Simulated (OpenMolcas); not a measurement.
A calculation on Sn I.

```json
{
  "Program": "OpenMolcas",
  "Method": "RASSCF",
  "Basis": "ANO-RCC-VQZP [8s7p5d3f2g]",
  "Scalar Hamiltonian": "DKH2, point nucleus",
  "Active space": "2 electrons in 9 orbitals (RAS2 5p; RAS3 5d 6s, at most 1 electron)",
  "State averaging": "2S+1 = 3 even, 3 roots; 2S+1 = 1 even, 6 roots; 2S+1 = 3 odd, 10 roots; 2S+1 = 1 odd, 8 roots",
  "Spin-orbit coupling": "RASSI with atomic mean-field integrals over the reference wave functions, term energies averaged over their components"
}
```

(1) Which level of the active space comes out lowest?

(2) How high does 5s2 5p2 3P2 lie?

(3) How high does 5s2 5p 6s 3P* 0 lie?

(4) How high does 5s2 5p 6s 3P* 1 lie?

Measured values: NIST Handbook of Basic Atomic Spectroscopic Data.

Answers

(1) 5s2 5p2 3P0, with 98 % of that term; it is also the measured ground level.

(2) 3086 cm-1 above the lowest level; measured 3428 cm-1 above the ground level, so the calculation is off by -10 %.

(3) 43713 cm-1 above the lowest level; measured 34641 cm-1 above the ground level, so the calculation is off by +26 %.

(4) 44280 cm-1 above the lowest level; measured 34914 cm-1 above the ground level, so the calculation is off by +27 %.

ANO sets are built for valence states and can reach diffuse excited orbitals poorly, and with the s shell closed the s pⁿ⁺¹ terms that mix with these levels are absent. With the s shell closed, the reference lacks s² → p² mixing. Measured partners are found by configuration, term and J. A level has none where our copy of the source lacks it or the pairing is in doubt (some pairs that miss far off the trend of their configuration count as doubtful), and it then counts in no deviation. Levels of configurations outside the active space are missing.

* marks odd parity.
